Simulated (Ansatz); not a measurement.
C8H16 (`C[C@H]1CC[C@@H](C)CC1`), charge 0, multiplicity 1.

Give a relaxed structure at PBE0-D4/def2-TZVP (the Gaussian-basis code of Ansatz). (Best estimate.)

The calculation gave: 
```xyz
24

C     0.047   -1.370   -2.356
C    -0.086   -1.089   -0.870
C     1.215   -0.553   -0.281
C     1.087   -0.252    1.206
C    -0.061    0.710    1.518
C     0.245    2.135    1.075
C    -1.358    0.179    0.907
C    -1.228   -0.122   -0.580
H     0.276   -0.451   -2.904
H     0.849   -2.085   -2.556
H    -0.879   -1.780   -2.768
H    -0.315   -2.035   -0.358
H     1.503    0.354   -0.827
H     2.022   -1.275   -0.446
H     2.028    0.152    1.594
H     0.910   -1.194    1.740
H    -0.190    0.731    2.607
H    -0.572    2.810    1.343
H     0.391    2.212   -0.005
H     1.155    2.505    1.555
H    -1.641   -0.744    1.428
H    -2.171    0.893    1.079
H    -2.169   -0.535   -0.960
H    -1.057    0.806   -1.141
```
Point group Cs.
This is one stationary point; other conformers may exist.
